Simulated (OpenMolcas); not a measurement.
## V2+: effect of the metal basis

V2+ with its 6 nearest chloride ions at 2.645 Å, on the Na site of NaCl (a = 5.64056 Å, distance in the model lattice 2.820 Å). The rest of the host is ab initio model potentials to 7.6 Å and point charges beyond; the distance is set by hand and nothing relaxes, and no local charge compensation is placed.

| Quantity | Value |
| --- | --- |
| Program | OpenMolcas 26.06 |
| Method | SS-CASPT2, IPEA 0.25 Eh, imaginary shift 0.1 Eh (closed shells correlated: 3s 3p and the ligand valence shells) |
| Spin-orbit coupling | RASSI with atomic mean-field integrals over the reference wave functions |

Fixed: ligand basis ANO-RCC-VDZP, active space 3 electrons in 5 orbitals (3d), DKH2 Hamiltonian.

States (labels of O, the rotations of Oh). Energies in cm-1 above the lowest state or level, χT in cm3 K/mol.

| Run | Metal basis | Ground state | First state of that spin | First gap with spin-orbit (degeneracies) | χT at 300 K | First state of another spin | Cost |
| --- | --- | --- | --- | --- | --- | --- | --- |
| A | ANO-RCC-VDZP | 4A2 | 4T2 6610 | 6550 (4, 2) | 1.843 | 2E 12660 | roughly 3 core-minutes |
| B | ANO-RCC-VTZP | 4A2 | 4T2 6280 | 6210 (4, 2) | 1.843 | 2E 11810 | roughly 6 core-minutes |

Against A, the first state of the same spin changes by -5.0 % in B.

Costs are those of the CASPT2 steps.

Roots that are degenerate in the reference are averaged as groups; the widest CASPT2 spread within a group is 500 cm-1 (the 3-fold group of multiplicity 4 near 6280 cm-1 above the lowest state of its run, B). Shifts and gaps below about the spread of the groups concerned are not significant. Over all roots computed the reference weight is 0.68 to 0.69 in A, 0.68 to 0.69 in B; a low but even weight reflects the number of correlated electrons. Ligand-to-metal charge-transfer states are missing. These CASPT2 states fit no ligand-field parameters well, so their order and spin gaps are uncertain. With no ligand orbital active B as a rule stays too high, so bands that hang on it stand too high and its fall with covalency is understated. With one d shell and no ligand orbital active, 10Dq can be off by tens of per cent for divalent 3d ions, low with halides held by bare charges and at times high in hosts. Free-ion shares, where given, are those of the reference states; single-state CASPT2 does not remix them. No measured value stands beside these numbers; the geometry was set by hand and not optimised.
